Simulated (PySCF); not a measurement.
Vertical excitations of a molecule C₉H₇NS from PySCF with TDDFT-PBE/def2-SVP, as energy in eV (oscillator strength): 4.13 (0.032), 4.30 (0.337), 4.39 (0.017), 4.86 (0.018), 4.96 (0.007), 4.99 (0.015), 5.19 (0.028), 5.56 (0.022), 5.60 (0.000), 5.67 (0.003). Lowest triplet (TDA): 3.06 eV. Geometry optimised at PBE0-D3(BJ)/def2-SVP. One conformer was computed; it need not be the lowest.

Pick the molecule that these values belong to.
(A) c1ccc(-c2cscn2)cc1
(B) c1ccc(-c2cccs2)nc1
(C) c1ccc(-c2nccs2)cc1
(D) c1ccc(-c2cncs2)cc1

D, c1ccc(-c2cncs2)cc1
